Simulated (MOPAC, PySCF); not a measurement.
CH4B2, SMILES `C=BB`, neutral singlet in the gas phase. 

Cartesian coordinates (Å):
```xyz
7

B      1.2883    -0.6713    -0.3871
B     -0.0843     0.0436     0.0248
C     -1.2773     0.6655     0.3835
H      1.7949    -0.4671    -1.4468
H      1.8368    -1.4247     0.3565
H     -1.7627     0.4944     1.3387
H     -1.7957     1.3596    -0.2697
```
Charge 0, multiplicity 1.

All levels are single points at this geometry (B3LYP-D3(BJ)/def2-TZVP); Pople sets use spherical d functions. Orbital energies aren't observables, and empty levels follow the basis.

HF/6-31G* in PySCF gives HOMO (eV) = -8.87.

Problem. Estimate the HOMO (eV) from each of these levels: PBE-D3(BJ)/def2-TZVP in PySCF; TPSSh-D3(BJ)/def2-TZVP in PySCF; B3LYP/3-21G in PySCF; B3LYP/6-311+G** in PySCF; B3LYP/6-31G* in PySCF; BP86/6-31G* in PySCF; M06-2X/6-31G* in PySCF; PBE/6-31G* in PySCF; SVWN5/6-31G* in PySCF; HF/3-21G in PySCF; HF/STO-3G in PySCF; PM7 in MOPAC.

Solution. 
```
level                            HOMO (eV)
-------------------------------  ---------
PBE-D3(BJ)/def2-TZVP in PySCF        -6.21
TPSSh-D3(BJ)/def2-TZVP in PySCF      -6.55
B3LYP/3-21G in PySCF                 -6.71
B3LYP/6-311+G** in PySCF             -6.94
B3LYP/6-31G* in PySCF                -6.54
BP86/6-31G* in PySCF                 -5.91
M06-2X/6-31G* in PySCF               -7.80
PBE/6-31G* in PySCF                  -5.82
SVWN5/6-31G* in PySCF                -5.96
HF/3-21G in PySCF                    -9.02
HF/STO-3G in PySCF                   -7.15
PM7 in MOPAC                         -9.61
```
